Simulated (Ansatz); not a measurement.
Geometry optimisation, RKS BLYP/def2-SVP in Ansatz.

Input file:

```yaml
crystal:
  periodic: [false, false, false]
  atoms:
    - { symbol: F, position_ang: [1.1483, 1.0335, -1.64102] }
    - { symbol: B, position_ang: [-0.12068, 1.07337, -1.42653] }
    - { symbol: S, position_ang: [-0.81706, -0.43519, -0.62578] }
    - { symbol: Si, position_ang: [0.54946, -0.90127, 1.2749] }
    - { symbol: H, position_ang: [-0.78401, 1.97612, -1.74067] }
    - { symbol: H, position_ang: [-1.9545, 0.06684, -0.14631] }
    - { symbol: H, position_ang: [1.21781, -2.10514, 0.78982] }
    - { symbol: H, position_ang: [-0.50812, -1.07334, 2.26137] }
    - { symbol: H, position_ang: [1.28778, 0.35257, 1.23749] }
total_charge: 1
basis:
  gaussian: { orbitals: def2-SVP }
hamiltonian:
  xc: blyp
relax:
  f_tol: 0.015
  max_steps: 40
```

Command:

```bash
$ ansatz run input.yaml --threads 1 --pin off --max-ram 2048MiB --backend cpu --events-out ev --progress --plain --runs-dir out
```

Problem. Where does it end, and by what steps?

Solution. It converged. The force dipped under the threshold on the way, but the program's further checks kept it going. Limits of this set-up: the dipole of an ion depends on the origin. After 13 steps the energy has fallen by 0.184 eV; H9 moved furthest, 0.61 Å.

```
step  energy less start (eV)  largest force component (eV/Å)  accepted
   0                  0.0000                           1.325       yes
   1                 -0.1130                           0.685       yes
   2                 -0.1504                           0.323       yes
   3                 -0.1607                           0.548       yes
   4                 -0.1668                           0.305       yes
   5                 -0.1789                           0.109       yes
   6                 -0.1818                           0.056       yes
   7                 -0.1826                           0.060       yes
   8                 -0.1830                           0.059       yes
   9                 -0.1837                           0.016       yes
  10                 -0.1839                           0.015       yes
  11                 -0.1840                           0.031       yes
  12                 -0.1840                           0.017       yes
  13                 -0.1840                           0.008       yes
```

```xyz
9
Properties=species:S:1:pos:R:3
F 1.147 0.692 -1.921
B -0.072 0.985 -1.579
S -0.962 -0.354 -0.500
Si 0.486 -0.880 1.280
H -0.694 1.962 -1.899
H -1.881 0.461 0.103
H 1.467 -1.728 0.555
H -0.463 -1.584 2.181
H 0.992 0.433 1.763
```

Whether the end is a true minimum wasn't checked by a vibrational analysis.

Time of the run: 28 s on 1 thread of Intel(R) Xeon(R) Platinum 8488C (Sapphire Rapids) (shared host), peak memory 0.16 GiB.
